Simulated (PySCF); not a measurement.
# Atomic charges against the basis set

Compound: H9NOSi3.
Cartesian coordinates in Å at the PBE0-D3(BJ)/def2-SVP level; atoms count from 1:
```xyz
14
H9NOSi3 angstrom
N     -3.1668    0.3306    0.3825
Si    -1.7553   -0.6278    0.7187
Si     0.0877    0.6240   -0.0109
O      1.4894   -0.0949    0.5355
Si     3.1091   -0.2652    0.2342
H     -4.0827   -0.1034    0.4300
H     -3.2111    1.2782    0.7418
H     -1.8684   -1.8915   -0.0734
H     -1.5436   -1.0333    2.1523
H      0.0153    2.0305    0.5050
H      0.1058    0.7034   -1.5080
H      3.3257   -1.0250   -1.0343
H      3.7669    1.0721    0.1099
H      3.7208   -1.0128    1.3685
```

PBE0 throughout (PySCF), one geometry, spherical d and f functions. Isolated species at its PBE0-D3(BJ)/def2-SVP geometry (one conformer only). Atoms taken as equivalent share a column and are averaged. The first 7 of 9 kinds of atom are listed.

Mulliken charges (e):

```csv
basis,functions,N1,Si2,Si3,O4,Si5,H6/H7,H8/H9
STO-3G,46,-0.585,+0.524,+0.535,-0.531,+0.658,+0.164,-0.129
6-31G,75,-1.005,+0.571,+0.746,-0.974,+0.858,+0.333,-0.114
pcSseg-0,75,-1.048,+0.484,+0.674,-1.031,+0.824,+0.324,-0.052
6-31G*,100,-0.928,+0.389,+0.523,-0.688,+0.598,+0.353,-0.080
cc-pVDZ,127,-0.317,+0.231,+0.401,-0.525,+0.451,+0.114,-0.065
def2-SVP,127,-0.422,+0.308,+0.490,-0.596,+0.585,+0.141,-0.083
aug-cc-pVDZ,208,-0.308,-0.146,-0.072,-0.974,-0.195,-0.044,+0.270
"6-311+G(2d,p)",213,-0.795,+0.478,+0.539,-0.913,+0.685,+0.237,-0.065
def2-TZVP,227,-0.636,+0.234,+0.271,-0.405,+0.284,+0.243,-0.034
cc-pVTZ,288,-0.359,+0.206,+0.260,-0.347,+0.269,+0.144,-0.055
IGLO-III,292,-0.688,+0.659,+0.682,-0.662,+0.851,+0.205,-0.175
pcSseg-2,327,-0.564,+0.501,+0.603,-0.721,+0.797,+0.166,-0.127
```

IAO charges (e):

```tsv
basis	functions	N1	Si2	Si3	O4	Si5	H6/H7	H8/H9
STO-3G	46	-0.693	+0.581	+0.615	-0.703	+0.772	+0.191	-0.130
6-31G	75	-0.809	+0.477	+0.586	-0.799	+0.700	+0.265	-0.092
pcSseg-0	75	-0.777	+0.456	+0.570	-0.795	+0.697	+0.252	-0.085
6-31G*	100	-0.828	+0.575	+0.685	-0.859	+0.838	+0.262	-0.129
cc-pVDZ	127	-0.820	+0.573	+0.677	-0.856	+0.828	+0.261	-0.128
def2-SVP	127	-0.812	+0.581	+0.687	-0.854	+0.847	+0.256	-0.133
aug-cc-pVDZ	208	-0.852	+0.577	+0.680	-0.865	+0.829	+0.271	-0.126
6-311+G(2d,p)	213	-0.863	+0.602	+0.704	-0.884	+0.865	+0.272	-0.134
def2-TZVP	227	-0.861	+0.609	+0.713	-0.888	+0.876	+0.271	-0.137
cc-pVTZ	288	-0.855	+0.597	+0.702	-0.881	+0.861	+0.270	-0.134
IGLO-III	292	-0.865	+0.606	+0.710	-0.887	+0.873	+0.273	-0.136
pcSseg-2	327	-0.863	+0.607	+0.711	-0.886	+0.875	+0.272	-0.136
```

Hirshfeld charges (e):

| basis | functions | N1 | Si2 | Si3 | O4 | Si5 | H6/H7 | H8/H9 |
| --- | --- | --- | --- | --- | --- | --- | --- | --- |
| STO-3G | 46 | -0.322 | +0.344 | +0.368 | -0.336 | +0.438 | +0.087 | -0.094 |
| 6-31G | 75 | -0.321 | +0.265 | +0.314 | -0.363 | +0.392 | +0.118 | -0.077 |
| pcSseg-0 | 75 | -0.325 | +0.288 | +0.335 | -0.346 | +0.407 | +0.114 | -0.087 |
| 6-31G* | 100 | -0.305 | +0.248 | +0.294 | -0.312 | +0.374 | +0.122 | -0.081 |
| cc-pVDZ | 127 | -0.305 | +0.265 | +0.301 | -0.295 | +0.378 | +0.119 | -0.087 |
| def2-SVP | 127 | -0.309 | +0.272 | +0.308 | -0.296 | +0.384 | +0.119 | -0.090 |
| aug-cc-pVDZ | 208 | -0.322 | +0.275 | +0.311 | -0.325 | +0.388 | +0.116 | -0.082 |
| 6-311+G(2d,p) | 213 | -0.319 | +0.274 | +0.310 | -0.324 | +0.390 | +0.116 | -0.083 |
| def2-TZVP | 227 | -0.318 | +0.269 | +0.306 | -0.312 | +0.383 | +0.120 | -0.084 |
| cc-pVTZ | 288 | -0.318 | +0.269 | +0.305 | -0.307 | +0.380 | +0.120 | -0.085 |
| IGLO-III | 292 | -0.321 | +0.272 | +0.309 | -0.312 | +0.377 | +0.117 | -0.083 |
| pcSseg-2 | 327 | -0.325 | +0.277 | +0.312 | -0.320 | +0.389 | +0.118 | -0.084 |

Some averages cover members that differ in this geometry, most widely: H8/H9, Mulliken in pcSseg-0 -0.070 to -0.035; H8/H9, IAO in cc-pVDZ -0.146 to -0.111; H8/H9, IAO in aug-cc-pVDZ -0.143 to -0.109; H8/H9, IAO in 6-31G* -0.146 to -0.112 e.

Task: Which scheme is steadiest as the basis changes?

Result: Largest range over the bases for any column: Hirshfeld 0.10 e, IAO 0.18 e, Mulliken 1.05 e. Hirshfeld charges move least and Mulliken charges most, counted in e. Without the minimal STO-3G basis the ranges are Hirshfeld 0.07, IAO 0.18, Mulliken 1.05 e.

Task: How much do the charges still move between the two largest bases, IGLO-III and pcSseg-2?

Result: At most, over all atoms: Mulliken 0.157 e, IAO 0.002 e, Hirshfeld 0.012 e.

Task: What do the same runs give for the total energy, the frontier levels and the dipole moment?

Result: 
```
        basis  energy (Eh)  HOMO (eV)  LUMO (eV)  μ (D)
       STO-3G    -991.5585      -3.44       5.77   0.94
        6-31G   -1003.2092      -6.88      -0.24   1.20
     pcSseg-0   -1002.0534      -6.95      -0.34   1.21
       6-31G*   -1003.3640      -7.07      -0.32   1.47
      cc-pVDZ   -1003.4173      -7.08      -0.29   1.50
     def2-SVP   -1003.0533      -7.13      -0.25   1.49
  aug-cc-pVDZ   -1003.4372      -7.30      -0.81   1.31
6-311+G(2d,p)   -1003.5100      -7.35      -0.82   1.34
    def2-TZVP   -1003.5299      -7.31      -0.66   1.46
      cc-pVTZ   -1003.5271      -7.27      -0.57   1.45
     IGLO-III   -1003.5317      -7.34      -0.61   1.38
     pcSseg-2   -1003.5500      -7.35      -0.75   1.32
```

The dipole is fixed by the density alone, so its range of 0.56 D shows that the density itself changes with the basis, not only its division among atoms.
